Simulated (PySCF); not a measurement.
Be(NH2)2 (BeH4N2), SMILES [NH2][Be][NH2].

Coordinates come from a r2SCAN-D4/def2-TZVP optimisation. The values are those of a single conformer.

Level of theory: PySCF 2.14.0 with TDA-CAM-B3LYP/def2-SVPD.

Vertical excitations; the highest root listed may be one member of a degenerate set. The molecule is in vacuum. State labels are in the subgroup D2.

| state | symmetry | energy (eV) | λ (nm) | f | main pairs |
|---|---|---|---|---|---|
| S1 | B2 | 6.06 | 205 | 0.088 | HOMO−1→LUMO, HOMO→LUMO+1 (degenerate set) |
| S2 | B3 | 6.06 | 205 | 0.088 | HOMO→LUMO, HOMO−1→LUMO+1 (degenerate set) |
| S3 | B1 | 6.96 | 178 | 0.000 | HOMO→LUMO+2 35 %, HOMO−1→LUMO+3 35 %, HOMO→LUMO+4 14 %, HOMO−1→LUMO+5 14 % |
| S4 | A | 6.99 | 177 | 0.000 | HOMO−1→LUMO+2 37 %, HOMO→LUMO+3 37 %, HOMO−1→LUMO+4 11 %, HOMO→LUMO+5 11 % |
| S5 | B3 | 7.08 | 175 | 0.000 | HOMO−1→LUMO+1, HOMO→LUMO (degenerate set) |
| S6 | B2 | 7.08 | 175 | 0.000 | HOMO→LUMO+1, HOMO−1→LUMO (degenerate set) |
| S7 | A | 7.48 | 166 | 0.000 | HOMO→LUMO+3 48 %, HOMO−1→LUMO+2 48 % |
| S8 | B1 | 7.61 | 163 | 0.035 | HOMO−1→LUMO+3 49 %, HOMO→LUMO+2 49 % |
| S9 | B1 | 7.68 | 162 | 0.000 | HOMO→LUMO+4 34 %, HOMO−1→LUMO+5 34 %, HOMO→LUMO+2 11 %, HOMO−1→LUMO+3 11 % |
| S10 | A | 7.70 | 161 | 0.000 | HOMO−1→LUMO+4 36 %, HOMO→LUMO+5 36 %, HOMO−1→LUMO+2 9 %, HOMO→LUMO+3 9 % |
| T1 | B2 | 5.64 | 220 | 0 | HOMO−1→LUMO, HOMO→LUMO+1 (degenerate set) |
| T2 | B3 | 5.64 | 220 | 0 | HOMO→LUMO, HOMO−1→LUMO+1 (degenerate set) |
| T3 | A | 6.50 | 191 | 0 | HOMO−1→LUMO+2 29 %, HOMO→LUMO+3 29 %, HOMO−1→LUMO+4 19 %, HOMO→LUMO+5 19 % |
| T4 | B1 | 6.51 | 190 | 0 | HOMO→LUMO+2 30 %, HOMO−1→LUMO+3 30 %, HOMO→LUMO+4 18 %, HOMO−1→LUMO+5 18 % |
Triplets are in the Tamm–Dancoff approximation.
